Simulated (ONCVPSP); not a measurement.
# Building the ONCV potential for promethium (Pm) (PBE, non-relativistic).

Pm (Z = 61), optimised norm-conserving Vanderbilt (ONCV), made with ONCVPSP 4.0.1 (PBE, non-relativistic). Core [Kr] 4d10, reference 4f5 5s2 5p6 5d1 6s1. Waves: 5s+6s: rc 2.75 bohr, ncon 3, nbas 7, qcut 3.7 1/bohr, 2 projectors; 5p: rc 2.30 bohr, ncon 3, nbas 8, qcut 6.8 1/bohr, 2 projectors, debl 3.8 Ha; 5d: rc 2.85 bohr, ncon 4, nbas 7, qcut 3.8 1/bohr, 2 projectors, debl 1 Ha; 4f: rc 1.50 bohr, ncon 4, nbas 9, qcut 13.3 1/bohr, 2 projectors, debl 3.1 Ha. Local part: polynomial inside 0.95 bohr (lpopt 1, dvloc0 0 Ha). Core correction: none.

* Cutoffs needed: 65 Ha and 72 Ha (the cutoffs (Ha) at which the residual kinetic energy of the hardest occupied pseudo-wave falls to 1 and 0.1 mHa per electron)
* Ghost test: ghosts flagged at negative energy: s at -117.3 eV; GHOST(+) flagged for p at 93.9 eV, d at 328.0 eV; a true bound ghost makes a file unfit for plane-wave use
* Configuration tests: 3 of 4 tests not solved or not reliable; not counted: 4f5 5s2 5p6 5d0 6s2 (all-electron energy unsafe for a near-neutral lanthanide with less than one 5d electron, printed error -4.1 meV)
